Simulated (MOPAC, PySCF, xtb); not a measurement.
Dimer: NH3 (SMILES N) (first 4 atoms) with HF (SMILES F); geometry from B3LYP-D3(BJ)/def2-TZVP, rigid monomers moved along the line of their centres of mass till N1···H6 is 2.35 Å.
(charge 0, multiplicity 1):
```xyz
6

N      0.03820     0.17655     0.30490
H     -0.23874    -0.74046    -0.02746
H     -0.60024     0.85723    -0.09152
H      0.96518     0.37180    -0.05658
F      0.00302     0.30119     3.61065
H      0.01326     0.26494     2.64918
```

Counterpoise-corrected where a basis set is named; no monomer relaxation. Rows marked so take none.

Rows in STO-3G carry no dispersion term and start afresh at each structure. The state reached by AM1 isn't checked.

Run with MOPAC for AM1 (differences of heats of formation); PySCF for STO-3G rows; xtb for the GFN methods. 

Question: One of these levels gives -8.34 kcal/mol for the interaction energy. Which?
(A) AM1
(B) GFN-FF
(C) GFN1-xTB
(D) HF/STO-3G (no counterpoise)

Answer: B, GFN-FF. The others give -3.18 (AM1), -6.12 (GFN1-xTB), -5.07 (HF/STO-3G (no counterpoise))
